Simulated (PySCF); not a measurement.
Numbering as in the mapped SMILES `[CH3:1][C:2](=[O:3])[c:4]1[n:5][o:6][cH:7][c:8]1[O:9][SiH3:10]` (H(Xn): hydrogen on atom n).

Fast rotation and ring inversion assumed for equivalent nuclei, isolated molecule, relativity neglected, one conformer. Shielding tensors at PBE0/pcSseg-1 (GIAO); geometry from GFN2-xTB; PySCF.

Chemical shifts δ = σref − σ; $^{13}$C (186.93 ppm) and $^{1}$H (31.72 ppm) and $^{29}$Si (349.16 ppm) vs TMS; $^{17}$O (336.08 ppm) vs H2O; $^{15}$N (267.73 ppm) against NH3, all at this level.

```csv
atoms,nucleus,count,Hirshfeld charge,δ (ppm)
O3,$^{17}$O,1,-0.23,682.8
C2,$^{13}$C,1,0.16,196.0
O9,$^{17}$O,1,-0.18,55.7
N5,$^{15}$N,1,-0.09,433.3
Si10,$^{29}$Si,1,0.41,?
H(Si10),$^{1}$H,3,-0.07,5.14
H(C7),$^{1}$H,1,0.07,?
H(C1),$^{1}$H,3,0.05,?
C8,$^{13}$C,1,0.05,149.5
C4,$^{13}$C,1,0.01,156.6
C7,$^{13}$C,1,-0.01,?
O6,$^{17}$O,1,-0.02,369.7
C1,$^{13}$C,1,-0.13,31.1
```

**Question.** Complete the table.

**Answer.** 
- C7: 148.7 ppm, aromatic CH next to the ring oxygen
- H(C7): 8.34 ppm, hydrogen on an aromatic CH next to the ring oxygen; the ring current deshields protons in the ring plane
- H(C1): 2.75 ppm, hydrogen on a methyl carbon α to a carbonyl; α to C=O
- Si10: -35.3 ppm, silicon bonded to O, 3 H

Shifts are as computed. Against solution values, carbons near 30 ppm lie about +3 ppm off and those near 130 ppm about +5 ppm. Of 1309 compounds with measured shifts, 239 miss one by over three times the rms of a fit or turn the order of signals round; such compounds aren't used in these exercises. Unscaled 17O shifts of doubly bonded oxygen tend to come out too high, by tens of ppm or more. Experimental scales use liquid or dissolved standards, which lie at an offset from isolated NH3 (liquid NH3: subtract about 20 ppm) and H2O (liquid H2O: subtract about 36 ppm). Unscaled 15N shifts of sp2 nitrogen come out 20 to 40 ppm too high even then.
